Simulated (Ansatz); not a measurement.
Basis-set series for AlBrGeH$_{4}$Si. Charge 0, multiplicity 1. The bonds changed during the relaxation, so this is another structure than the one it started from. All single points use the PBE0-D4/def2-TZVP geometry.

Z-matrix (Å, degrees):
```
Si
Al 1 2.389
Ge 1 2.381 2 62.7
Br 1 2.446 2 63.5 3 105.9
H 1 1.495 2 158.2 3 150.4
H 2 1.577 1 146.9 3 166.9
H 3 1.542 1 126.1 2 119.3
H 3 1.544 1 108.4 2 -107.0
```

```csv
functional,basis,functions,energy (Eh),HOMO (eV),LUMO (eV)
PBE0-D4,def2-SVP,120,-5183.96629,-6.36,-1.61
PBE0-D4,def2-QZVPP,438,-5184.84114,-6.34,-1.71
ωB97M-V,def2-SVP,120,-5184.44598,-8.20,0.29
ωB97M-V,def2-QZVPP,438,-5185.31411,-8.22,0.01
```

**Question.** Give the rows for def2-TZVPP. (An estimate is asked.)

**Answer.** The calculation gave: 
| functional | basis | functions | energy (Eh) | HOMO (eV) | LUMO (eV) |
| --- | --- | --- | --- | --- | --- |
| PBE0-D4 | def2-TZVPP | 236 | -5184.72731 | -6.34 | -1.67 |
| ωB97M-V | def2-TZVPP | 236 | -5185.20396 | -8.22 | 0.14 |

Positive LUMOs are unbound and depend on the basis. Scalar relativity is left out up to krypton.

Results of the Gaussian-basis code of Ansatz.
